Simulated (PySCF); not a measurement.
Molecule: SMILES C=CN1CC=CC1, C₆H₉N.

Geometry (Å), atoms numbered from 1 in this order:
```xyz
16

C     2.399   -0.659    0.617
C     1.624    0.094   -0.161
N     0.273    0.247   -0.051
C    -0.541   -0.565    0.827
C    -1.933   -0.261    0.371
C    -1.925    0.560   -0.664
C    -0.525    0.923   -1.051
H     3.461   -0.688    0.462
H     2.011   -1.252    1.424
H     2.060    0.685   -0.957
H    -0.382   -0.290    1.879
H    -0.305   -1.636    0.724
H    -2.791   -0.688    0.857
H    -2.776    0.945   -1.197
H    -0.292    0.582   -2.072
H    -0.365    2.011   -1.019
```

Frames of a GFN2-xTB Langevin trajectory at 300 K; GIAO PBE0/pcSseg-1 shieldings in PySCF 2.14.0 with density-fitted response routines, gas phase, non-relativistic; equivalent atoms averaged within each frame.

Referencing at the same level of theory: ¹³C (186.93 ppm) and ¹H (31.72 ppm) against TMS; NH3 for ¹⁵N (267.73 ppm). The references are static minima.

Question: How do the shifts (ppm) fluctuate along the trajectory?

Answer: 
```csv
time (fs),C2,C5/C6,C1,C4/C7,N3,H10,H13/H14,H11/H12/H15/H16,H8,H9
optimised geometry,142.7,134.7,81.3,59.5,88.9,6.47,6.01,4.18,3.80,3.48
250,142.3,138.4,76.7,59.0,96.3,7.28,6.30,4.05,3.84,3.82
425,154.8,128.5,85.9,64.2,90.0,6.47,5.40,4.45,3.77,4.37
625,145.3,130.3,81.5,55.2,82.7,6.29,5.93,4.37,3.34,3.93
800,143.8,137.7,79.6,66.4,102.2,6.67,6.03,4.03,3.98,4.22
1000,140.3,141.5,76.0,59.2,93.1,6.63,6.29,4.07,3.01,2.96
mean of frames,145.3,135.3,80.0,60.8,92.9,6.67,5.99,4.19,3.59,3.86
standard deviation,5.6,5.6,4.0,4.5,7.3,0.37,0.37,0.20,0.40,0.55
```

5 frames give an uncertainty of the mean of about the standard deviation over 2.2 at best, since frames this close in time may not be independent; classical motion lacks zero-point vibration, and the reference would need the same averaging.
